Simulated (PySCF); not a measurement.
# Bond lengths and vibrations by method: AlBFHO

All numbers below are calculated, not measured. They come from PySCF 2.14.0, an open-source quantum chemistry program, on an isolated molecule that a program drew, which may never have been made. The molecule is AlBFHO (charge 0, singlet), drawn as the SMILES string `[O]=[Al][BH]F`.

The geometry was optimised and harmonic frequencies were computed with HF and MP2, all in the cc-pV(D+d)Z basis, for the commonest isotopes, with a restricted reference for singlets and an unrestricted one otherwise, and a frozen core in MP2. Each result is a local minimum of its method.

Geometry at the HF minimum:
```xyz
5
AlBFHO, angstrom
O     1.1197   -1.2894    0.0170
Al    1.9462   -0.2499   -0.8264
B     3.1407    1.1904   -1.9226
F     2.7548    1.5295   -3.1413
H     4.1338    1.7009   -1.4907
```

Lengths of the bonds as drawn, in Å (atoms numbered as above):
```
  bond     HF    MP2
O1-Al2  1.573  1.632
Al2-B3  2.169  2.169
 B3-F4  1.323  1.338
 B3-H5  1.197  1.207
```

Rotational constants, in GHz:
| constant | HF | MP2 |
|---|---|---|
| A | 47.2 | 46.22 |
| B | 2.316 | 2.256 |
| C | 2.208 | 2.151 |

Harmonic frequencies in cm^-1, each column in rising order, so a row needn't be the same motion in every method:
```
rank,HF,MP2
1,129,110
2,170,140
3,295,275
4,541,519
5,785,?
6,1157,1037
7,1206,1112
8,1315,1274
9,2739,2665
```

**Estimate the missing MP2 frequency from the HF column.**

A single factor s that minimises the squared misfit of MP2 against s times HF over the other rows is sum(HF x MP2) / sum(HF^2) = 0.9571, with an rms misfit of 35 cm^-1. For rank 5 it gives 0.9571 x 785 = 751 cm^-1. The calculation gives 746 cm^-1, 5 cm^-1 below the estimate. The drawn bonds are on average 1.4 % longer in MP2 than in HF.
